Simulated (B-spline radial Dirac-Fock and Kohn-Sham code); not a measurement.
Photoelectron lines of Eu²⁺ at 340 eV

System: europium as Eu²⁺, configuration 1s2 2s2 2p6 3s2 3p6 3d10 4s2 4p6 4d10 4f7 5s2 5p6.

Model: independent-particle photoionisation in a Dirac-Hartree-Slater potential with a Latter tail, all multipoles, thresholds from Dirac-Fock ΔSCF. Program: an atomic code on a B-spline grid. The asymmetry parameter β is from the dipole term alone. Kinetic energies are from the vacuum level. Open shells are spread statistically over j, without multiplet splitting.

The last column is dσ/dΩ = σ/(4π) · [1 + β P₂(cos θ)] at θ = 90° from the polarisation vector of linearly polarised light.

```tsv
subshell	electrons	binding (eV)	kinetic (eV)	σ (kb)	β	dσ/dΩ (kb/sr)
4p1/2	2	316.1	23.94	87.6	-0.63	9.16
4p3/2	4	287.0	53.00	293	-0.19	25.5
4d3/2	4	163.5	176.5	295	-0.16	25.3
4d5/2	6	158.3	181.7	475	0.05	36.8
4f5/2	3	20.41	319.6	515	0.76	25.4
4f7/2	4	19.78	320.2	671	0.78	32.7
5s	2	66.82	273.2	34.5	1.93	0.0955
5p1/2	2	44.56	295.4	22.6	1.03	0.876
5p3/2	4	40.70	299.3	59.1	1.05	2.24
```

Branching ratios of the spin-orbit partners (statistical value in brackets): 4p 3.34 (2.00), 4d 1.61 (1.50), 4f 1.30 (1.33), 5p 2.61 (2.00).

Values without a named source are computed, but for edge energies of neutral atoms, which are taken from tables.
